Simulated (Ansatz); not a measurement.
Born–Oppenheimer molecular dynamics of C4H13NSi (19 atoms, charge 0, multiplicity 1). It starts from a relaxed structure.

Computed with RKS r2SCAN-D4/6-31G (Ansatz).

```json
{"ensemble": "NVE (velocity Verlet)", "time step": "0.5 fs", "steps asked": "411", "starting velocities drawn for": "1500 K", "seed": "631543"}
```

First frame:

```xyz
19
Properties=species:S:1:pos:R:3
Si -0.002 0.005 -0.050
H -0.021 0.009 1.476
C 1.821 0.002 -0.605
H 2.303 -0.928 -0.278
H 1.885 0.060 -1.698
H 2.388 0.838 -0.178
N -0.823 1.417 -0.770
C -2.278 1.487 -0.876
H -2.707 0.481 -0.917
H -2.743 2.027 -0.028
H -2.563 2.013 -1.801
C -0.179 2.727 -0.834
H -0.474 3.247 -1.759
H -0.452 3.379 0.018
H 0.911 2.616 -0.845
C -0.879 -1.582 -0.636
H -1.891 -1.675 -0.225
H -0.946 -1.598 -1.730
H -0.306 -2.460 -0.311
```

**Question.** How far do the bonds stretch over the last three quarters of this one trajectory? (Pairs bonded in most of those frames.)

**Answer.** 
| bond | mean (Å) | spread (Å) | shortest | longest |
| --- | --- | --- | --- | --- |
| Si1–H2 | 1.519 | 0.027 | 1.47 | 1.58 |
| Si1–C3 | 1.939 | 0.051 | 1.83 | 2.02 |
| Si1–N7 | 1.820 | 0.056 | 1.73 | 1.95 |
| Si1–C16 | 1.942 | 0.053 | 1.83 | 2.05 |
| C3–H4 | 1.099 | 0.019 | 1.06 | 1.14 |
| C3–H5 | 1.108 | 0.055 | 1.02 | 1.20 |
| C3–H6 | 1.103 | 0.040 | 1.03 | 1.18 |
| N7–C8 | 1.478 | 0.031 | 1.41 | 1.56 |
| N7–C12 | 1.480 | 0.030 | 1.43 | 1.55 |
| C8–H9 | 1.114 | 0.059 | 1.01 | 1.23 |
| C8–H10 | 1.108 | 0.030 | 1.05 | 1.19 |
| C8–H11 | 1.115 | 0.026 | 1.05 | 1.17 |
| C12–H13 | 1.127 | 0.070 | 1.00 | 1.27 |
| C12–H14 | 1.110 | 0.035 | 1.04 | 1.18 |
| C12–H15 | 1.108 | 0.051 | 1.01 | 1.21 |
| C16–H17 | 1.104 | 0.032 | 1.04 | 1.19 |
| C16–H18 | 1.114 | 0.060 | 1.01 | 1.21 |
| C16–H19 | 1.103 | 0.023 | 1.05 | 1.15 |

Mean temperature of the second half: 796 K. The conserved energy stayed within 0.85 meV per atom of its start (net change 0.42 meV per atom), so the integration is sound. Over the second half the temperature averaged 0.53 of the 1500 K drawn at the start: a run that starts near a minimum puts about half its kinetic energy into the potential. A run of 0.21 ps of so small a system gives no equilibrium averages. Limits of this set-up: no polarisation functions.

Run time: 41 min on 2 threads of Arm Neoverse V1, on a shared host, peak memory 0.2 GiB.
